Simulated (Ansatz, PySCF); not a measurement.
System: H₅SiN₂O₂, charge 0, multiplicity 2. SMILES: O[Si]([NH])(N)O
Coordinates optimised at B3LYP-D3(BJ)/def2-TZVP (Ansatz, a quantum-chemistry and plane-wave program):
```
Si
O 1 1.6419
H 2 0.9608 1 115.95
O 1 1.6503 2 103.78 3 -16.31
H 4 0.9605 1 117.51 2 176.22
N 1 1.6958 2 106.80 3 -141.53
H 6 1.0051 1 122.43 2 -147.31
H 6 1.0054 7 113.70 1 -169.83
N 1 1.7384 2 119.83 3 101.29
H 9 1.0199 1 117.10 2 -12.61
```
Charge 0, spin multiplicity 2.

Wanted: atomisation energy, in kcal/mol. Terms: LANL2DZ with its own core potentials from Na on; 6-31G* and kin with 6d, 5d where marked; frozen cores in correlated levels; open shells spin-unrestricted; 6-311+G** with 5d, 6d on Na to Ar in Ansatz; spin-orbit terms left out; dispersion terms only where a functional's name holds one; atomisation electronic, to ground-state atoms; non-relativistic. CBS(X,Y): correlation extrapolated as X^-3; Hartree-Fock from the larger set. Ab initio and DFT rows: single points at B3LYP-D3(BJ) geometries (Ansatz).

Coupled cluster (Ansatz) is a level with limits of its own, used here on species with T1 under 0.025 (0.045 for open shells) and stable references: CCSD(T)/CBS(cc-pV(T+d)Z,cc-pV(Q+d)Z).

Value to compare with, CCSD(T)/CBS(cc-pV(T+d)Z,cc-pV(Q+d)Z) (Ansatz): 892.0 kcal/mol.

```csv
level,program,atomisation energy (kcal/mol),difference
B3LYP/6-31G,Ansatz,763.4,-128.6
B3LYP/6-31G*,Ansatz,849.6,-42.4
B3LYP/6-31+G*,Ansatz,851.2,-40.8
PBE0/6-31G*,Ansatz,844.6,-47.4
PBE0/6-311+G**,Ansatz,857.6,-34.4
M06-2X/6-31G* (5d),PySCF,857.1,-34.9
MP2/LANL2DZ,Ansatz,675.7,-216.3
MP2/6-31G*,Ansatz,782.9,-109.1
MP2/6-311+G**,Ansatz,826.9,-65.1
PBE/def2-TZVPD,Ansatz,901.3,9.3
B3LYP/def2-TZVPD,Ansatz,881.4,-10.6
wB97X-V/def2-TZVPD,Ansatz,891.1,-0.9
```

Among the 9 habitual levels, MP2/LANL2DZ lies farthest from CCSD(T)/CBS(cc-pV(T+d)Z,cc-pV(Q+d)Z) (Ansatz) (-216.3 kcal/mol); 0 of 9 lie above it, and their mean absolute difference is 79.9 kcal/mol, the median 47.4. One case shows no general order.

The levels are drawn from those run, B3LYP/6-31G* more often than the rest, none by its result; left out are runs that failed, that the program found above a lower state of the same kind, or whose <S^2> lies over 0.5 above the pure value.
